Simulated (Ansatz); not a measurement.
Al10Sb9Cl3. The state is a singlet with charge 0. Geometry PBE-D4/def2-SVP.

```xyz
22

Al    0.4844    3.9803   -1.5432
Al   -2.8425    0.7894   -0.0872
Al    2.4417    2.7478   -2.5240
Al    0.2935    1.0192   -0.7133
Al    1.0780   -2.0867   -2.1784
Al    2.5727    0.3548    0.7235
Al   -0.1875   -3.3575    0.8613
Al    0.3930    2.0592    1.9268
Al    0.0608   -0.6993    1.3778
Al   -2.5753   -2.5038    1.2792
Sb    2.8812    4.2089   -0.3059
Sb   -1.3323    3.1000    0.1413
Sb   -3.3958   -0.1622    2.3533
Sb    3.0093    2.5974    2.1210
Sb    2.6134    0.1862   -1.9492
Sb   -1.2741   -1.2422   -1.1001
Sb    2.0148   -3.9707   -0.5257
Sb    2.3369   -2.1734    1.7559
Sb   -0.8342    0.3582    3.6186
Cl   -4.4247    1.1421   -1.4839
Cl    0.8379   -2.6178   -4.2399
Cl   -4.1512   -3.7298    0.4921
```

In the def2 sets Sb takes a core potential; there is no spin–orbit coupling. LC-ωPBE has ω = 0.4 bohr⁻¹. B3LYP takes the VWN-RPA correlation. Single mean-field runs in def2-SVP are fitted with def2-universal-jkfit. The restricted singlet is unstable towards broken spin symmetry in Hartree–Fock (as tested in another run); at r2SCAN-D4/def2-SVP, B3LYP-D4/def2-SVP, PBE0-D4/def2-SVP, r2SCAN0-D4/def2-SVP and others this wasn't settled.

Estimate the orbital energies around the gap (eV) in Ansatz with r2SCAN-D4/def2-SVP, B3LYP-D4/def2-SVP, PBE0-D4/def2-SVP, r2SCAN0-D4/def2-SVP, LC-ωPBE/def2-SVP.


```json
{"orbital": "HOMO−13", "r2SCAN-D4/def2-SVP": "-7.13", "B3LYP-D4/def2-SVP": "-7.40", "PBE0-D4/def2-SVP": "-7.73", "r2SCAN0-D4/def2-SVP": "-7.94", "LC-ωPBE/def2-SVP": "-9.98"}
{"orbital": "HOMO−12", "r2SCAN-D4/def2-SVP": "-7.04", "B3LYP-D4/def2-SVP": "-7.29", "PBE0-D4/def2-SVP": "-7.63", "r2SCAN0-D4/def2-SVP": "-7.84", "LC-ωPBE/def2-SVP": "-9.88"}
{"orbital": "HOMO−11", "r2SCAN-D4/def2-SVP": "-7.00", "B3LYP-D4/def2-SVP": "-7.27", "PBE0-D4/def2-SVP": "-7.61", "r2SCAN0-D4/def2-SVP": "-7.81", "LC-ωPBE/def2-SVP": "-9.79"}
{"orbital": "HOMO−10", "r2SCAN-D4/def2-SVP": "-6.78", "B3LYP-D4/def2-SVP": "-7.03", "PBE0-D4/def2-SVP": "-7.35", "r2SCAN0-D4/def2-SVP": "-7.56", "LC-ωPBE/def2-SVP": "-9.53"}
{"orbital": "HOMO−9", "r2SCAN-D4/def2-SVP": "-6.59", "B3LYP-D4/def2-SVP": "-6.83", "PBE0-D4/def2-SVP": "-7.15", "r2SCAN0-D4/def2-SVP": "-7.35", "LC-ωPBE/def2-SVP": "-9.29"}
{"orbital": "HOMO−8", "r2SCAN-D4/def2-SVP": "-6.52", "B3LYP-D4/def2-SVP": "-6.77", "PBE0-D4/def2-SVP": "-7.07", "r2SCAN0-D4/def2-SVP": "-7.26", "LC-ωPBE/def2-SVP": "-9.18"}
{"orbital": "HOMO−7", "r2SCAN-D4/def2-SVP": "-6.44", "B3LYP-D4/def2-SVP": "-6.69", "PBE0-D4/def2-SVP": "-7.01", "r2SCAN0-D4/def2-SVP": "-7.21", "LC-ωPBE/def2-SVP": "-9.13"}
{"orbital": "HOMO−6", "r2SCAN-D4/def2-SVP": "-6.29", "B3LYP-D4/def2-SVP": "-6.54", "PBE0-D4/def2-SVP": "-6.83", "r2SCAN0-D4/def2-SVP": "-7.01", "LC-ωPBE/def2-SVP": "-8.85"}
{"orbital": "HOMO−5", "r2SCAN-D4/def2-SVP": "-6.17", "B3LYP-D4/def2-SVP": "-6.41", "PBE0-D4/def2-SVP": "-6.70", "r2SCAN0-D4/def2-SVP": "-6.88", "LC-ωPBE/def2-SVP": "-8.75"}
{"orbital": "HOMO−4", "r2SCAN-D4/def2-SVP": "-6.11", "B3LYP-D4/def2-SVP": "-6.34", "PBE0-D4/def2-SVP": "-6.63", "r2SCAN0-D4/def2-SVP": "-6.81", "LC-ωPBE/def2-SVP": "-8.64"}
{"orbital": "HOMO−3", "r2SCAN-D4/def2-SVP": "-5.85", "B3LYP-D4/def2-SVP": "-6.10", "PBE0-D4/def2-SVP": "-6.38", "r2SCAN0-D4/def2-SVP": "-6.55", "LC-ωPBE/def2-SVP": "-8.41"}
{"orbital": "HOMO−2", "r2SCAN-D4/def2-SVP": "-5.68", "B3LYP-D4/def2-SVP": "-5.92", "PBE0-D4/def2-SVP": "-6.18", "r2SCAN0-D4/def2-SVP": "-6.34", "LC-ωPBE/def2-SVP": "-8.16"}
{"orbital": "HOMO−1", "r2SCAN-D4/def2-SVP": "-5.60", "B3LYP-D4/def2-SVP": "-5.86", "PBE0-D4/def2-SVP": "-6.12", "r2SCAN0-D4/def2-SVP": "-6.28", "LC-ωPBE/def2-SVP": "-8.08"}
{"orbital": "HOMO", "r2SCAN-D4/def2-SVP": "-5.34", "B3LYP-D4/def2-SVP": "-5.59", "PBE0-D4/def2-SVP": "-5.85", "r2SCAN0-D4/def2-SVP": "-5.99", "LC-ωPBE/def2-SVP": "-7.74"}
{"orbital": "LUMO", "r2SCAN-D4/def2-SVP": "-4.42", "B3LYP-D4/def2-SVP": "-3.89", "PBE0-D4/def2-SVP": "-3.93", "r2SCAN0-D4/def2-SVP": "-4.03", "LC-ωPBE/def2-SVP": "-2.56"}
{"orbital": "LUMO+1", "r2SCAN-D4/def2-SVP": "-4.18", "B3LYP-D4/def2-SVP": "-3.75", "PBE0-D4/def2-SVP": "-3.75", "r2SCAN0-D4/def2-SVP": "-3.80", "LC-ωPBE/def2-SVP": "-2.31"}
{"orbital": "LUMO+2", "r2SCAN-D4/def2-SVP": "-3.62", "B3LYP-D4/def2-SVP": "-3.10", "PBE0-D4/def2-SVP": "-3.11", "r2SCAN0-D4/def2-SVP": "-3.15", "LC-ωPBE/def2-SVP": "-1.50"}
{"orbital": "LUMO+3", "r2SCAN-D4/def2-SVP": "-3.41", "B3LYP-D4/def2-SVP": "-2.85", "PBE0-D4/def2-SVP": "-2.89", "r2SCAN0-D4/def2-SVP": "-2.93", "LC-ωPBE/def2-SVP": "-1.30"}
{"orbital": "LUMO+4", "r2SCAN-D4/def2-SVP": "-3.06", "B3LYP-D4/def2-SVP": "-2.54", "PBE0-D4/def2-SVP": "-2.54", "r2SCAN0-D4/def2-SVP": "-2.56", "LC-ωPBE/def2-SVP": "-0.86"}
{"orbital": "LUMO+5", "r2SCAN-D4/def2-SVP": "-2.70", "B3LYP-D4/def2-SVP": "-2.23", "PBE0-D4/def2-SVP": "-2.19", "r2SCAN0-D4/def2-SVP": "-2.18", "LC-ωPBE/def2-SVP": "-0.48"}
```
